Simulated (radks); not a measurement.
Effect of the nuclear size on the copper ion Cu+, [Ar] 3d10. Calculated with a radial shooting solver on a logarithmic mesh with Libxc functionals: Dirac Kohn-Sham, LDA (Slater exchange, Perdew-Wang correlation), spin-unpolarised, spherical densities, finite nucleus; Fermi nuclear charge, rms radius 3.8823 fm. The rms radius is varied about that value; shifts are against it.

| rms radius (fm) | total energy shift (eV) | density at nucleus (e/bohr^3) | 1s1/2 shift (meV) | 2s1/2 shift (meV) | 3s1/2 shift (meV) |
|---|---|---|---|---|---|
| 3.4708 | -0.0391 | 2.22e+04 | -16.7 | -1.58 | -0.238 |
| 3.7037 | -0.0175 | 2.212e+04 | -7.44 | -0.705 | -0.107 |
| 3.8823 | 0 | 2.207e+04 | 0.000 | 0.000 | 0.000 |
| 4.2278 | 0.0360 | 2.197e+04 | 15.3 | 1.45 | 0.220 |
| 4.7519 | 0.0962 | 2.184e+04 | 41.0 | 3.88 | 0.587 |

Slopes of the eigenvalues against <r^2> in GHz/fm^2, as finite differences over the two radii next to the reference (eigenvalue slopes, not the field-shift constants of lines): 1s1/2 1330, 2s1/2 126, 3s1/2 19.0.
